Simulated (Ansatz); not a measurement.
A run for Ansatz (a quantum-chemistry and plane-wave program): R-r2SCAN/def2-TZVPP on BiH3 (SMILES [BiH3]). Elements past Kr take the def2 small-core potentials; no spin–orbit coupling.

Ansatz 0.2 input:
```yaml
crystal:
  periodic: [false, false, false]
  atoms:
    - {symbol: Bi, position_ang: [-0.00001028, -0.00000000, 0.00000000]}
    - {symbol: H, position_ang: [1.70865422, -0.00000000, -0.00000000]}
    - {symbol: H, position_ang: [-0.85432197, 1.47976532, -0.00000000]}
    - {symbol: H, position_ang: [-0.85432197, -1.47976532, -0.00000000]}
basis:
  gaussian:
    orbitals: def2-TZVPP
hamiltonian:
  xc: {name: r2SCAN}
scf: {lower_state_search: off}
```

Program output:

```
WARN ansatz: RAYON_NUM_THREADS=1 ignored (pool sized by the plan → 1); use --threads N
Functional definition: r2SCAN
these checks for a lower state are left out or cut short: stability, starts, cluster_reference, orbital_swaps, neighbouring_geometries, increment
integrals: 0.02 GiB planned
537 factors; their error is unknown
mean field: 0.20 GiB planned
mean field evaluation 1: about -5888.5155 eV, gradient 6.3e0 eV
mean field evaluation 2: about -5888.6458 eV, gradient 3.5e0 eV
mean field evaluation 4: about -5888.6778 eV, gradient 4.2e-2 eV
mean field evaluation 8: about -5888.6660 eV, gradient 1.4e-2 eV
mean field evaluation 16: about -5888.6660 eV, gradient 5.4e-7 eV
mean field -5888.66604035 eV, -216.4044855015 hartree, gradient 5.4e-7 eV, S^2 0.000000; 0 other end points of the search recorded, 0 dependent functions left out
reference -5888.66605206 eV, -216.4044859321 hartree; 13, 13 occupied and 79, 79 virtual orbitals, 537 factors
Total energy: -5888.66605206 eV, -216.4044859321 hartree
Checks for a lower state left out: stability, starts, cluster_reference, orbital_swaps, neighbouring_geometries, increment
```

The calculation finished and met its thresholds.

Cost: roughly 1.1 core-seconds.
